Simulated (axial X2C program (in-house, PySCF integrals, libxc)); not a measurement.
## Density and ELF of CoSi⁺

Computed with an axial X2C code built on PySCF integrals. Two-component (2c) means X2C with spin–orbit coupling and atomic mean-field two-electron Coulomb and Gaunt terms. Basis: Co dyall-cv3z [9s10p6d3f2g], Si dyall-v3z [8s7p2d1f] (cores contracted in-house); Gaussian nuclei, density fitting, unrestricted open shells. Masses: Co 58.933 u, Si 27.977 u.

PBE0, two-component, state Ω = 3 (⟨Sz⟩ = 1.00, ⟨Lz⟩ = 2.00 at PBE0); Co at z = 0, Si at z = 2.212 Å.

The maps cover the half plane through the axis: z from -2.4 to 4.2 Å along the bond, ρ from 0.15 to 2.25 Å away from it.

log10 of the density in e/bohr³:

```
 ρ\z  -2.4  -1.8  -1.2  -0.6   0.0   0.6   1.2   1.8   2.4   3.0   3.6   4.2
0.15  -3.8  -3.0  -2.0  -0.4   1.4  -0.4  -1.0  -0.2   0.7  -1.1  -1.7  -2.5
0.45  -3.9  -3.0  -2.0  -0.7   0.2  -0.7  -1.1  -0.9  -0.5  -1.2  -1.8  -2.6
0.75  -4.0  -3.1  -2.2  -1.3  -0.8  -1.1  -1.3  -1.3  -1.3  -1.4  -2.0  -2.8
1.05  -4.1  -3.3  -2.5  -1.8  -1.5  -1.6  -1.6  -1.6  -1.6  -1.7  -2.2  -3.0
1.35  -4.3  -3.5  -2.8  -2.3  -2.0  -2.0  -2.0  -2.0  -2.0  -2.1  -2.6  -3.2
1.65  -4.5  -3.8  -3.2  -2.7  -2.5  -2.4  -2.4  -2.4  -2.4  -2.5  -2.9  -3.5
1.95  -4.8  -4.1  -3.5  -3.1  -2.9  -2.8  -2.8  -2.9  -2.9  -3.0  -3.3  -3.9
2.25  -5.1  -4.4  -3.9  -3.5  -3.3  -3.2  -3.3  -3.4  -3.4  -3.5  -3.8  -4.2
```

Electron localisation function (collinear form, no current term, damped to 0 at low density):

```
 ρ\z  -2.4  -1.8  -1.2  -0.6   0.0   0.6   1.2   1.8   2.4   3.0   3.6   4.2
0.15  0.00  0.02  0.04  0.46  0.58  0.38  0.74  0.49  0.86  0.64  1.00  0.98
0.45  0.00  0.02  0.06  0.38  0.73  0.33  0.79  0.07  0.31  0.91  1.00  0.97
0.75  0.00  0.03  0.09  0.21  0.29  0.28  0.81  0.33  0.19  0.98  0.99  0.94
1.05  0.00  0.03  0.10  0.13  0.11  0.33  0.76  0.52  0.71  0.98  0.98  0.82
1.35  0.00  0.02  0.09  0.10  0.11  0.38  0.62  0.34  0.60  0.92  0.93  0.46
1.65  0.00  0.01  0.06  0.08  0.11  0.33  0.38  0.14  0.29  0.71  0.69  0.10
1.95  0.00  0.00  0.03  0.05  0.09  0.20  0.15  0.04  0.09  0.29  0.20  0.01
2.25  0.00  0.00  0.01  0.02  0.04  0.07  0.04  0.01  0.02  0.04  0.02  0.00
```

Axial spin density in 10⁻³ e/bohr³:

```
 ρ\z  -2.4  -1.8  -1.2   -0.6    0.0    0.6   1.2   1.8   2.4   3.0   3.6   4.2
0.15   0.0   0.3   4.2  116.2  854.2  109.0  -7.4  -1.0  -8.2  -3.7  -1.4  -0.2
0.45   0.0   0.3   2.3   22.1  271.0   13.2  -8.1  -5.2  -0.5  -3.2  -1.2  -0.2
0.75   0.0   0.2   1.1    7.7   52.7    2.4  -6.2  -6.0  -2.7  -2.3  -0.8  -0.1
1.05   0.0   0.1   0.7    4.3   14.1    2.1  -3.3  -3.9  -2.2  -1.3  -0.5  -0.1
1.35   0.0   0.1   0.4    2.1    4.6    1.2  -1.4  -1.9  -1.2  -0.7  -0.2  -0.1
1.65   0.0   0.1   0.2    0.9    1.6    0.6  -0.5  -0.8  -0.6  -0.3  -0.1   0.0
1.95   0.0   0.0   0.1    0.4    0.6    0.3  -0.2  -0.3  -0.2  -0.1  -0.1   0.0
2.25   0.0   0.0   0.1    0.2    0.2    0.1  -0.1  -0.1  -0.1  -0.1   0.0   0.0
```

The state is one determinant whose occupation by symmetry is held fixed; it was picked as the lowest of a PBE0 search that is not exhaustive. Density functionals use the spin component along the axis (collinear). Without a current term, density functionals place determinants with orbital angular momentum somewhat too high. With several unpaired electrons one determinant need not be a pure state. The determinant is spin-polarised beyond a pure state at some levels (its spin-free form has ⟨S²⟩ too high), which makes Re and μ there less reliable.
